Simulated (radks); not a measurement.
Values are calculated unless marked as measured or tabulated.
Task: Excited configurations of neutral arsenic: one electron is placed in a higher orbital outside [Ar] 3d10 4s2 4p2. The ground configuration is [Ar] 3d10 4s2 4p3. Code: a radial shooting solver on a logarithmic mesh with Libxc functionals. Model: Dirac Kohn-Sham, BLYP, spin-unpolarised, spherical densities, finite nucleus; open shells fill j = l - 1/2 first; Fermi nuclear charge, rms radius 4.0968 fm. Excitation = E - E(ground); binding = E(ion) - E, where the ion is the core of charge +1; n* = 1/sqrt(2 binding) in atomic units, and the quantum defect is n - n*.

outer orbital  excitation (eV)  binding (eV)     n*  quantum defect  eigenvalue (eV)  <r> (bohr)
6s1/2                    7.189         1.672  2.853           3.147           -0.944       12.78
7d3/2                    8.281         0.580  4.845           2.155           -0.341       36.15
7f5/2                    8.463         0.397  5.855           1.145           -0.262       61.98

Estimate the row for 4d3/2.

Result: excitation (eV) 7.089; binding (eV) 1.771; n* 2.772; quantum defect 1.228; eigenvalue (eV) -0.527; <r> (bohr) 8.357. The Delta-SCF ionisation energy is 8.860 eV (NIST Atomic Spectra Database: 9.789 eV, measured). Self-interaction in the functional shifts the binding energies and quantum defects, so they are the method's values and not measured ones. Spin polarisation and multiplet splitting are left out, so open shells lie too high by an amount that depends on their filling.

Beside tabulated values, note that spin-unpolarised runs miss the spin-polarisation part of the exchange energy of open shells.
